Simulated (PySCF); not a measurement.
$^{15}$N chemical shifts

- NMR shieldings at PBE0/pcSseg-1/GIAO
- GFN2-xTB structure
- program: PySCF 2.14.0 with density-fitted response routines
- non-relativistic Hamiltonian, one conformer, gas phase, averaged over atoms made equivalent by symmetry, fast rotation or ring inversion

Shieldings were converted by a linear fit to measured shifts: $^{15}$N (scatter 6.3 ppm rms vs CH3NO2, solution or neat liquid). Occasional misses reach two or three times the rms, and more in compound classes unlike the fitted ones.

Question: Give the $^{15}$N shifts of `CNCC(C)(C)CF`, `C=Cn1ncpc1OC`, `N#C/C=C\C=O`, `Cc1cnn([Si](C)(C)C)n1`, `CCC[Si@H](N)O[SiH3]`, `CC[C@H](C)n1nncc1[SiH3]`, `Cc1ncnn1[Si](C)(C)C`.

Answer: 
```
                                                             compound                              environment  δ (ppm)
                                                         CNCC(C)(C)CF                           amine nitrogen   -355.3
               [CH2:1]=[CH:2][n:3]1[n:4][cH:5][p:6][c:7]1[O:8][CH3:9]   N4: pyridine-type nitrogen of an azole    -72.8
               [CH2:1]=[CH:2][n:3]1[n:4][cH:5][p:6][c:7]1[O:8][CH3:9]           N3: pyrrole-type ring nitrogen   -168.9
                                                          N#C/C=C\C=O                         nitrile nitrogen    -77.9
[CH3:1][c:2]1[cH:3][n:4][n:5]([Si:6]([CH3:7])([CH3:8])[CH3:9])[n:10]1   N4: pyridine-type nitrogen of an azole    -45.0
[CH3:1][c:2]1[cH:3][n:4][n:5]([Si:6]([CH3:7])([CH3:8])[CH3:9])[n:10]1  N10: pyridine-type nitrogen of an azole    -53.8
[CH3:1][c:2]1[cH:3][n:4][n:5]([Si:6]([CH3:7])([CH3:8])[CH3:9])[n:10]1           N5: pyrrole-type ring nitrogen   -131.8
                                                  CCC[Si@H](N)O[SiH3]               nitrogen bonded to Si, 2 H   -369.9
  [CH3:1][CH2:2][C@H:3]([CH3:4])[n:5]1[n:6][n:7][cH:8][c:9]1[SiH3:10]   N6: pyridine-type nitrogen of an azole    -19.2
  [CH3:1][CH2:2][C@H:3]([CH3:4])[n:5]1[n:6][n:7][cH:8][c:9]1[SiH3:10]   N7: pyridine-type nitrogen of an azole    -35.0
  [CH3:1][CH2:2][C@H:3]([CH3:4])[n:5]1[n:6][n:7][cH:8][c:9]1[SiH3:10]           N5: pyrrole-type ring nitrogen   -129.7
  [CH3:1][c:2]1[n:3][cH:4][n:5][n:6]1[Si:7]([CH3:8])([CH3:9])[CH3:10]   N5: pyridine-type nitrogen of an azole    -79.3
  [CH3:1][c:2]1[n:3][cH:4][n:5][n:6]1[Si:7]([CH3:8])([CH3:9])[CH3:10]   N3: pyridine-type nitrogen of an azole   -120.3
  [CH3:1][c:2]1[n:3][cH:4][n:5][n:6]1[Si:7]([CH3:8])([CH3:9])[CH3:10]           N6: pyrrole-type ring nitrogen   -172.2
```
